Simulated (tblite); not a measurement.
Species: CH9NOSi3.
Numbering: `[CH2:1]=[N:2][SiH2:3][SiH2:4][O:5][SiH3:6]` (hydrogens: H7, H8 on C1; H9, H10 on Si3; H11, H12 on Si4; H13, H14, H15 on Si6)

Computed with GFN2-xTB (tblite), gas phase: L-BFGS steps from a force-field or distance-geometry start until the largest atomic force falls under 0.01 eV/Å.

Geometry at step 14:
```
atom  x, y, z in Å
C1      3.6545   -0.1837   -0.0016
N2      2.5322   -0.5592   -0.4033
Si3     1.0169    0.3007   -0.3668
Si4    -0.7443   -1.2164   -0.4069
O5     -1.8591   -0.4171    0.4853
Si6    -3.0189    0.6777    0.2328
H7      3.8415    0.8063    0.4291
H8      4.4926   -0.8763   -0.0726
H9      1.0743    1.3512    0.6976
H10     1.0821    1.1597   -1.5721
H11    -1.3290   -1.3566   -1.7609
H12    -0.8124   -2.5692    0.1765
H13    -2.9723    1.5480    1.3889
H14    -4.2346   -0.0966    0.1148
H15    -2.7279    1.4395   -0.9741
```

Question: What forces act on the atoms?

Answer: 
```csv
atom,Fx (eV/Å),Fy (eV/Å),Fz (eV/Å)
C1,-0.195,-0.099,-0.031
N2,-0.085,-0.041,0.026
Si3,0.101,0.147,-0.009
Si4,0.192,0.088,0.019
O5,0.025,-0.002,-0.147
Si6,0.015,0.026,0.083
H7,0.149,-0.153,0.051
H8,0.013,0.179,-0.012
H9,-0.151,-0.255,-0.064
H10,-0.086,-0.142,-0.047
H11,0.156,0.003,0.081
H12,0.161,0.188,0.014
H13,0.004,0.079,0.214
H14,-0.291,-0.058,-0.044
H15,-0.010,0.039,-0.132
```

The largest, 0.30 eV/Å, acts on H9 (H14 within 3 % of it); the rms over all components is 0.117 eV/Å. The forces sum to zero within rounding, as they must for an isolated molecule in no field.

Question: Give the force on H9 in Eh/bohr and in nN.

Answer: 0.303 eV/Å ÷ 51.422 = 0.00590 Eh/bohr, and 0.303 eV/Å × 1.602 = 0.49 nN.

Question: How far is this geometry from the end of the optimisation?

Answer: 0.240 eV above it, and 0.515 Å rms away after alignment. The bonds farthest from their final lengths, with half the difference of the two atoms' forces along the bond (positive lengthens):

```
   bond  now (Å)  final (Å)  force along bond (eV/Å)
 N2–Si3    1.743      1.716                    -0.03
Si3–Si4    2.325      2.299                    -0.02
 Si3–H9    1.497      1.481                    -0.17
Si4–H11    1.482      1.466                    -0.02
Si6–H13    1.448      1.463                    +0.07
Si6–H14    1.446      1.460                    +0.16
```

The angle farthest from its final value is Si4–O5–Si6, 137.3° against 161.7°.

Of the 6 listed bonds off by 0.010 Å or more, this force points towards the final length in 6.

What follows is the cost of the whole relaxation. Time: 1.2 s of wall time. Hardware: one thread, Arm Neoverse N1 (aarch64) (shared host).
